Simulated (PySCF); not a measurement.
Calculation: B3LYP-D3(BJ)/def2-TZVP // BP86-D3(BJ)/def2-SVP (PySCF). Isolated molecules, 0 K electronic values unless said otherwise. One relaxed conformer stands for a flexible species; it need not be the lowest. B3LYP has the VWN-RPA correlation part, as in Gaussian. 

Reference species: [Nb(Cl)3(OH)2] (neutral, multiplicity 1).

```yaml
HOMO: -8.58 eV
coordination_number: 5
LUMO: -3.06 eV
charge on the central atom (Mulliken): 1.69 e
```

After one change: the HOMO decreases by 0.34 eV; the coordination number is nearly the same; the LUMO falls by 1.56 eV; the charge on the central atom (Mulliken) decreases by 0.42 e.

Problem. Which change was made? The new species is one of these.
(A) [Nb(Cl)5]
(B) [Nb(Cl)(OH)4]
(C) [Nb(Cl)2(OH)3]
(D) [Nb(OH)5]

Solution. A, [Nb(Cl)5]
